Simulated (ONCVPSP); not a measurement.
Building the ONCV potential for niobium (Nb) (PBE, scalar-relativistic).

```
Element                 : Nb
Generator               : ONCVPSP 4.0.1
Type                    : optimised norm-conserving Vanderbilt (ONCV)
Functional              : PBE
Relativity              : scalar-relativistic
Frozen core             : [Ar] 3d10
Valence charge          : 13
Reference configuration : 4s2 4p6 4d2 (charge +3)
Partial waves           : 4s: rc 1.60 bohr, ncon 3, nbas 6, qcut 7.2 1/bohr, 1 projector; 4p: rc 1.65 bohr, ncon 3, nbas 8, qcut 9.2 1/bohr, 2 projectors, debl 3 Ha; 4d: rc 2.30 bohr, ncon 4, nbas 8, qcut 7.7 1/bohr, 2 projectors, debl 3.3 Ha
Local potential         : polynomial inside 1.55 bohr (lpopt 5, dvloc0 2 Ha)
Core correction         : Teter function, fcfact 3.5, rcfact 1.25
```

(1) Estimate the cutoffs (Ha) at which the residual kinetic energy of the hardest occupied pseudo-wave falls to 1 and 0.1 mHa per electron.

(2) Does the potential have ghost states?

(3) Which valence shell sets the plane-wave cutoff?

(4) Tests: 4s2 4p6 4d4 5s1; 4s2 4p6 4d4; 4s2 4p6 4d3; 4s2 4p6 4d3 5s1. Which has the largest error in its energy relative to the reference configuration, and how large is it?

## Answers

(1) 24 Ha and 30 Ha.

(2) No bound ghost flagged; GHOST(+) flagged for s at 439.0 eV.

(3) 4p: 24 Ha for 1 mHa per electron, against 19 Ha for 4s.

(4) 4s2 4p6 4d3 5s1, with -257 meV (all-electron minus pseudo) on -38.38 eV.
